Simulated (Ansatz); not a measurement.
Reaction (redistribution): `N=C(S)[SiH2]O` + `F[SiH](F)[O][GeH3]` → `O[SiH2]O[SiH](F)F` + `N=[C](S)[GeH3]`

Isolated molecules relaxed with PBE0-D4/def2-TZVP in Ansatz; ΔE leaves out vibrations. CCSD(T)/CBS adds triple-zeta CCSD(T) − MP2 to the extrapolated MP2 energy (def2 sets, frozen cores). DFT in def2-TZVPP. B3LYP here is the variant with VWN-RPA as its local correlation; programs differ in this. For Ge outer-core shells are correlated without core-valence functions, which leaves a few kJ/mol of doubt a bond. Scalar relativity is left out up to krypton. Each species was taken in one conformer, which may not be the lowest.

```csv
level,ΔE (eV)
r2SCAN-D4,-0.62
B3LYP-D4,-0.63
PBE,-0.58
r2SCAN,-0.62
B3LYP,-0.64
MP2/def2-TZVPP,-0.66
HF/CBS(def2),-0.68
CCSD/CBS(def2),-0.69
```

**Question.** What does CCSD(T)/CBS give? (An estimate is asked.)

**Answer.** Ansatz gave: -0.68 eV. The listed levels differ from it by 0.06, 0.05, 0.10, 0.06, 0.04, 0.02, 0.00, -0.01 eV.

Largest T1 diagnostic among the species: 0.014.
